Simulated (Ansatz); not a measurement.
Relaxation of Cl$_{3}$GeH$_{3}$O (8 atoms, charge 0, multiplicity 1), to a largest force component of 0.03 eV/Å in at most 50 steps.

Computed with RKS PBE/def2-SVP (Ansatz 0.2.0).

```xyz
8
Properties=species:S:1:pos:R:3
Ge 0.377 -0.353 -0.482
O -0.141 -0.079 2.434
H -1.038 -0.311 2.738
Cl 1.984 0.048 -1.881
Cl -0.688 1.505 -0.223
Cl -1.017 -1.732 -1.415
H 0.971 -1.036 0.768
H 0.361 -0.926 2.529
```

Task: Where does it end, and by what steps?

Result: It converged. After 15 steps the energy has fallen by 0.397 eV; H8 moved furthest, 1.27 Å.

```tsv
step	energy less start (eV)	largest force component (eV/Å)	accepted
0	0.0000	0.540	yes
1	-0.0959	0.270	yes
2	-0.1205	0.890	yes
3	-0.1641	0.191	yes
4	-0.1910	0.240	yes
5	-0.2207	0.158	yes
6	-0.2238	1.076	yes
7	-0.2474	1.086	yes
8	-0.2810	0.803	yes
9	-0.3307	0.320	yes
10	-0.3533	0.593	yes
11	-0.3758	0.407	yes
12	-0.3698	1.011	no
13	-0.3862	0.279	yes
14	-0.3917	0.443	yes
15	-0.3971	0.027	yes
```

```xyz
8
Properties=species:S:1:pos:R:3
Ge 0.604 -0.271 -0.293
O -0.154 -0.590 2.346
H -0.716 0.211 2.330
Cl 1.320 -0.035 -2.333
Cl -0.534 1.548 0.088
Cl -0.762 -1.966 -0.399
H 1.833 -0.473 0.599
H -0.785 -1.307 2.131
```

Whether the end is a true minimum wasn't checked by a vibrational analysis.

The run took 33 s on 4 threads of Arm Neoverse N1, on a shared host, peak memory 0.18 GiB.
